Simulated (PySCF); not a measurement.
## Structure elucidation problem

Molecular formula: C8H4F2O2. Simulated spectra:

$^{1}$H NMR (300 MHz, computed): δ 8.50 (m, 4H).

$^{13}$C{$^{1}$H} NMR (computed): δ 163.9 (d, J = 410.3 Hz, 2C), 139.5 (d, J = 4.2 Hz, 4C), 137.9 (d, J = 64.0 Hz, 2C).

Computational details: geometry from PBE0-D3(BJ)/def2-SVP, couplings computed with B3LYP/pcJ-1 (spin–dipole term only in couplings to heteroatoms), B97-2/pcSseg-2 with gauge-including orbitals, in PySCF 2.14 (rapidly exchanging positions averaged, no solvent, a single conformation, relativity neglected).

Shifts are taken against calculated references (same method and geometry level): $^{1}$H, $^{13}$C vs TMS.

Task: What is the structure?

Result: 
The formula gives 6 degrees of unsaturation (1 ring in the answer). 3 carbon signals for 8 carbons: some carbons are equivalent by symmetry or fast rotation. Carbon types of the structure: 4 × C, 4 × CH, which accounts for all hydrogens. δC 163.9: carbonyl carbon. δC 139.5: aromatic CH; the aromatic region. δC 137.9: substituted aromatic carbon. δH 8.50: hydrogen on an aromatic CH; ring current plus the deshielding of an ortho carbonyl group.

Structure: `InChI=1S/C8H4F2O2/c9-7(11)5-1-2-6(4-3-5)8(10)12/h1-4H`.

The data come from this structure; uniqueness wasn't tested.

C–F couplings over four or more bonds (about 3 Hz to the para carbon of a fluoroarene) are left out. Common functionals overestimate the size of one-bond C–F couplings by tens of Hz; these are unscaled. Multiplet labels drop couplings under 1 Hz and merge nearly equal ones. Shifts are as computed. Against solution values, carbons near 30 ppm lie about +4 ppm off and those near 130 ppm about +7 ppm. Of 1211 compounds with measured shifts, 218 miss one by over three times the rms of a fit or turn the order of signals round; such compounds aren't used in these exercises.
